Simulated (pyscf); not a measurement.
PySCF, gas phase, ωB97X-D3(BJ)/def2-SVP geometries.

**Question.** How much does it cost (ΔH, 298 K, ωB97M-D3(BJ)/def2-TZVP) to split HO–B(OH)–O–Si(Cl)(Cl)–Cl (SMILES OB(O)O[Si](Cl)(Cl)Cl) at its O–Si bond into •O–B(OH)–OH + Cl–Si•(Cl)–Cl?

**Answer.** O–Si to •O–B(OH)–OH + Cl–Si•(Cl)–Cl: 5.64 eV. The 7 functionals that were run give +5.16 (PBE) to +5.66 eV (M06-2X). The radicals are drawn with the spin at the cut bond; how far it spreads was not checked. Other isomers of •O–B(OH)–OH were not searched in full and may lie lower.
